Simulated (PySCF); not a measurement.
# Interval between two levels of Ru by level of theory

Ru [Kr] 4d7 5s1 [5F5, M_J = 5] → Ru [Kr] 4d6 5s1 5p1 [7F6, M_J = 6], as a difference of total energies. Computed with PySCF 2.14 in x2c-TZVPall-2c, with the two-component X2C-1e Hamiltonian. Correlated levels: [Ar] 3d10 frozen; the 6 highest virtual spinors dropped. "Screened" scales the spin-orbit matrix elements by Boettger's factors to mimic the two-electron term; Breit and QED terms are absent.

| method | interval between two levels (cm⁻¹) |
| --- | --- |
| GHF (spin-free) | 15956 |
| GMP2 (spin-free) | 24204 |
| GHF (screened spin-orbit) | 16682 |
| GMP2 (screened spin-orbit) | 24989 |

The labels give the starting determinants; with spin-orbit coupling the two ends relaxed to ⟨J²⟩ = 30.01, ⟨L²⟩ = 12.09, ⟨S²⟩ = 5.98 and ⟨J²⟩ = 42.01, ⟨L²⟩ = 12.09, ⟨S²⟩ = 11.96.
